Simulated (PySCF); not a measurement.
## A small calculation by hand: oscillator strength and radiative lifetime

SnH₂ClBr, SMILES [SnH2]([Cl])[Br].

The structure is a stationary point at PBE0-D3(BJ)/def2-SVP. The def2 effective core potentials stand for the cores of Sn; spin–orbit coupling is left out.

TDA-B3LYP/def2-SVPD in PySCF 2.14.0 puts the first singlet state with f over 0.02 at 5.24 eV (vertical), with the transition dipole (-0.285, 0.298, 0.000) in atomic units.

Question: Find the oscillator strength, the wavelength and the radiative lifetime that this transition would have in vacuum if emission retraced absorption.

Answer: 
|μ|² = 0.1700 au, so |μ| = 1.05 D. ΔE = 5.24/27.211 = 0.1926 hartree. f = (2/3) ΔE |μ|² = 0.022 (the program prints 0.022).
λ = 1239.84/5.24 = 237 nm; ν = 42263 cm⁻¹.
Einstein's coefficient A = 0.6670 ν² f s⁻¹ (ν in cm⁻¹) = 2.6e7 s⁻¹, so τ = 1/A = 38 ns. This state is S2; the lower singlet has f = 0.016. The figure is the radiative limit of this one transition; relaxation, internal conversion, crossing to triplets and a medium change what is measured.
